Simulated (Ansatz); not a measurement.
A series at Al: from `[Br][Al]([Br])[Br]`, ligands are replaced one by one, each step taking up H₂S and setting free HBr; n counts the steps. Ansatz, PBE0-D4/def2-TZVP geometries. Each molecule was computed in one conformer, which needn't be the lowest.

| n | molecule | HOMO energy, ωB97M-V/def2-TZVPP (eV) |
| --- | --- | --- |
| 0 | `[Br][Al]([Br])[Br]` | -10.82 |
| 1 | `[SH][Al]([Br])[Br]` | -10.39 |
| 2 | `[SH][Al]([SH])[Br]` | -10.11 |
| 3 | `[SH][Al]([SH])[SH]` | ? |

Problem. By hand: fit a straight line y = ȳ + b (n − n̄) to the 3 given rows and predict n = 3.

Solution. n̄ = 1.000, ȳ = -10.440; Σ(n − n̄)(y − ȳ) = 0.710, Σ(n − n̄)² = 2.000, so b = 0.355 eV a step. Prediction: -10.440 + (0.355) × (2.000) = -9.73 eV.

Problem. By hand: compare with the computed value, -9.90 eV, and give the steps along the whole series.

Solution. The line misses by -0.17 eV (computed minus predicted). Steps: 0.43, 0.28, 0.21 eV.

The steps shrink at each stage, from 0.43 to 0.21 eV, so the series is curved and an end member is harder to predict than an inner one. The highest orbital can change its character along such a series. The miss is 18.5 % of the series' range.

Spin–orbit coupling is left out; it splits and shifts lone-pair levels of the heavy atoms by tenths of an eV.
